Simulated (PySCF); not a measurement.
# Computed records: AlBFH2N, B2F2H2

All values are calculated (PySCF 2.14.0). Calculation on a computer-drawn molecule: optimised geometry and harmonic frequencies of an isolated molecule of the commonest isotopes, restricted reference for singlets and unrestricted otherwise, frozen core in MP2.

Common to all runs: charge 0; multiplicity 1.

```yaml
- entry: 1
  formula: AlBFH2N
  start_structure:
    atoms_angstrom:
      - [F, -1.2725, 2.9956, 0.1133]
      - [B, -2.2056, 2.8633, -0.7101]
      - ["N", -2.125, 1.9667, -1.7607]
      - [Al, -0.7686, 1.0292, -1.9936]
      - [H, -3.176, 3.5104, -0.5869]
      - [H, 0.6196, 0.2419, -2.192]
  given:
    method: HF
    basis: "cc-pV(D+d)Z"
    drawn_bonds_atom: [1, 2, 3, 2, 4]
    drawn_bonds_other_atom: [2, 3, 4, 5, 6]
    drawn_bonds_order: [1, 1, 2, 1, 1]
  results:
    optimised_atom_element: [F, B, "N", Al, H, H]
    "optimised_atom_x [angstrom]": [-1.757, -2.215, -1.451, -0.5232, -3.318, 0.3355]
    "optimised_atom_y [angstrom]": [3.547, 2.947, 2.01, 0.9247, 3.297, -0.1193]
    "optimised_atom_z [angstrom]": [0.5266, -0.5982, -1.281, -2.042, -0.9371, -2.799]
    "modes_frequency [cm^-1]": [96.91, 140.0, 462.0, 490.7, 508.2, 866.5, 985.1, 1136, 1277, 1608, 2130, 2670]
    "modes_reduced_mass [dalton]": [8.489, 3.622, 1.182, 1.166, 8.332, 5.484, 1.707, 2.191, 1.999, 10.51, 1.055, 1.09]
    "rotational_constants [GHz]": [44.79, 2.573, 2.434]
    "total_energy [hartree]": -421.7132
    "convergence_status_largest_gradient_component [hartree/bohr]": 7.517e-06
- entry: 2
  formula: B2F2H2
  start_structure:
    atoms_angstrom:
      - [B, -0.8152, 1.6777, 2.3958]
      - [B, -1.3867, 0.6164, 1.1899]
      - [F, -0.6032, 0.158, 0.2243]
      - [F, -2.6433, 0.1964, 1.1574]
      - [H, -0.3543, 1.261, 3.421]
      - [H, -0.8604, 2.8664, 2.248]
  given:
    method: MP2
    basis: cc-pVDZ
    drawn_bonds_atom: [1, 2, 2, 1, 1]
    drawn_bonds_other_atom: [2, 3, 4, 5, 6]
    drawn_bonds_order: [1, 1, 1, 1, 1]
  results: {}
```

## Withheld values
1. B2F2H2 (entry 2): total energy?
2. Give the missing rotational constants for B2F2H2 (entry 2).
3. Give the table of modes values for B2F2H2 (entry 2).

Calculated values
1. -250.0366 hartree
2. 9.812, 7.892, 4.542 GHz
3. 
Modes:
```csv
frequency (cm⁻¹),reduced mass (dalton)
194.4,1.049
225.8,3.929
398.5,1.878
468.6,8.786
726.8,6.381
820.1,2.349
959.1,1.488
1192,1.351
1326,4.56
1341,10.6
2644,1.059
2723,1.123
```

Further results for B2F2H2 (entry 2):

| Item | Value |
| --- | --- |
| convergence status largest gradient component | 2.861e-05 hartree/bohr |

Optimised structure:
```xyz
6
B2F2H2
B     -0.8157     1.6769     2.3951
B     -1.3874     0.6153     1.1887
F     -0.5884     0.1548     0.2134
F     -2.6615     0.1935     1.1612
H     -0.3512     1.2626     3.4274
H     -0.8589     2.8728     2.2506
```
